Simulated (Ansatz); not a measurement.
Computed with Ansatz on PBE0-D4/def2-TZVP structures; ΔE is electronic, products minus reactants. CCSD(T)/CBS adds triple-zeta CCSD(T) − MP2 to the extrapolated MP2 energy (def2 sets, frozen cores). This one scheme is used for every species. Functionals use def2-TZVPP. HSE06 is defined as in plane-wave codes. One conformer a species, not always the lowest.

Reaction (hydrogenolysis of a C–C bond): `OCC1C[SiH2]1` + H₂ → `C1C[SiH2]1` + CH₃OH

| level | ΔE (kcal/mol) |
| --- | --- |
| r2SCAN0-D4 | -10.0 |
| HSE06-D4 | -10.0 |
| BLYP | -13.1 |
| r2SCAN | -9.7 |
| PBE0 | -11.5 |
| CCSD(T)/def2-SVP | -9.2 |
| CCSD/def2-TZVPP | -11.0 |
| MP2/def2-QZVPP | -8.1 |

(1) What does CCSD(T)/CBS give? (Estimate.)

Largest T1 diagnostic among the species: 0.011.

Answers

(1) The calculation gave: -9.3 kcal/mol. The listed levels differ from it by -0.7, -0.7, -3.8, -0.4, -2.2, 0.1, -1.7, 1.2 kcal/mol.

From PBE to PBE0 (25 % exact exchange), in def2-TZVPP and without D4, ΔE moves by −0.8 kcal/mol. In def2-TZVPP, CCSD(T) changes the Hartree–Fock value by +6.6 kcal/mol (the triples alone add +1.4 kcal/mol) and MP2 by +7.9 kcal/mol.

CCSD(T)/CBS has its own doubt, a few kJ/mol and more with outer-core shells, so smaller differences from it don't rank the levels.
